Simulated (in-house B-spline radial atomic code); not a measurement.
Settings and results of a run for Ru VII (Ru6+). Level of theory: scalar-relativistic (X2C) B3LYP, spin-polarised, spherical fractional occupations, exact exchange averaged over the configuration, Fermi nucleus of rms radius 4.4809 fm; calculated with a radial B-spline atomic code at the basis-set limit.

Command:
```bash
python run_scf.py task.json out
```
Settings (nuclear radius in fm, mass in u):
```
Z                44
configuration    [Kr] 4d2
hamiltonian      x2c
method           b3lyp
spin_polarised   True
nucleus          fermi
rms_radius       4.4809
atomic_mass      101.90434
speed_of_light   137.035999084
exact_exchange   averaged over the configuration
```

Output (hartree, bohr):
```
 radial grid: 66 intervals, B-splines of order 8, outer radius 15.5224 bohr

 iter        energy (Eh)    residual
    1       -4514.631332    6.04e-01
    2       -4520.060107    2.94e-01
    3       -4521.631023    6.92e-02
    4       -4521.727310    2.12e-02
    5       -4521.733267    7.44e-03
    6       -4521.734707    8.67e-04
    7       -4521.734717    3.06e-05
    8       -4521.734717    4.56e-06
    9       -4521.734717    2.00e-07

 total energy                     -4521.73472
 kinetic                            4705.7749
 electron-nucleus                 -10812.2781
 Hartree                            1716.5180
 exact exchange                      -25.8430
 exchange-correlation               -105.9066

 orbital      occ     eigenvalue          <r>       <r^2>       <1/r>       r_max
 1s up      1.000      -810.7622    0.0329202   0.0014742      47.516     0.02111
 1s down    1.000      -810.7624    0.0329202   0.0014742     47.5161     0.02111
 2s up      1.000      -120.1182     0.145199   0.0249172      10.676      0.1228
 2s down    1.000      -120.0999      0.14519   0.0249143     10.6768      0.1228
 2p up      3.000      -107.9384     0.126741   0.0196385     10.0891       0.098
 2p down    3.000      -107.9232     0.126729   0.0196348     10.0899     0.09799
 3s up      1.000       -24.1702     0.401832    0.184967     3.66394      0.3614
 3s down    1.000       -24.1606     0.401788    0.184897     3.66366      0.3614
 3p up      3.000       -20.1420     0.402075    0.188018     3.44181      0.3546
 3p down    3.000       -20.1309     0.401997    0.187902     3.44165      0.3546
 3d up      5.000       -13.6492     0.383172    0.175687     3.20087      0.3006
 3d down    5.000       -13.6296      0.38313    0.175572     3.20037      0.3008
 4s up      1.000        -6.1472      0.98714     1.09788     1.39854      0.9037
 4s down    1.000        -6.0615     0.985091     1.09396     1.40329      0.9013
 4p up      3.000        -4.9495      1.06485     1.28572     1.26692      0.9615
 4p down    3.000        -4.8541      1.06384     1.28451     1.26981      0.9589
 4d up      2.000        -3.1944      1.26326     1.83701     1.03587       1.099
```

Cost of the run: 0.38 s on 1 thread of Intel(R) Xeon(R) Platinum 8488C (shared host).

One-electron X2C: radii and densities carry no picture-change correction, so inner-shell <1/r> comes out high (for 1s by about 2 % at Z = 33, 5 % at 54, 10 % at 75, 30 % at 118) and <r> low.
